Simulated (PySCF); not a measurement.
C₂H₈FNSi₂. Atoms are numbered in the order given.

```xyz
14

C      2.0754    -0.1066     1.2152
C      1.8335     0.3154    -0.0340
Si     0.1777     0.9558    -0.5878
F      0.0158     0.5088    -2.1526
N     -1.0847     0.3101     0.3961
Si    -1.3804    -1.3552     0.8563
H      1.2940    -0.1083     1.9837
H      3.0602    -0.4697     1.5301
H      2.6580     0.2971    -0.7592
H      0.0563     2.4361    -0.5713
H     -1.8328     0.9646     0.6161
H     -1.1341    -1.5916     2.3113
H     -0.4662    -2.2240     0.0694
H     -2.8006    -1.7158     0.5746
```
Charge 0, spin multiplicity 1.

Coordinates come from a B3LYP-D3(BJ)/def2-SVP optimisation. The structure was generated by enumeration; whether it is a known compound was not checked. One conformer was computed; it need not be the lowest.

Calculation: PBE/def2-TZVP (PySCF).

Atomic charges (e):

```csv
atom,IAO,Löwdin
C1,-0.26,-0.19
C2,-0.46,-0.29
Si3,1.25,0.08
F4,-0.53,0.00
N5,-0.92,-0.19
Si6,0.70,0.16
H7,0.15,0.13
H8,0.15,0.12
H9,0.16,0.14
H10,-0.15,-0.03
H11,0.28,0.18
H12,-0.14,-0.04
H13,-0.11,-0.03
H14,-0.12,-0.04
```

Computed Mayer and Wiberg (Löwdin basis) orders of the bonds:
```
bond     Mayer  Wiberg
-------  -----  ------
C1–C2     1.90    2.21
C2–Si3    0.99    1.10
Si3–F4    1.13    1.68
Si3–N5    1.18    1.43
N5–Si6    1.11    1.41
C1–H7     0.94    0.88
C1–H8     0.94    0.89
C2–H9     0.93    0.83
Si3–H10   0.92    0.89
N5–H11    0.89    0.88
Si6–H12   0.93    0.96
Si6–H13   0.95    0.95
Si6–H14   0.94    0.96
```
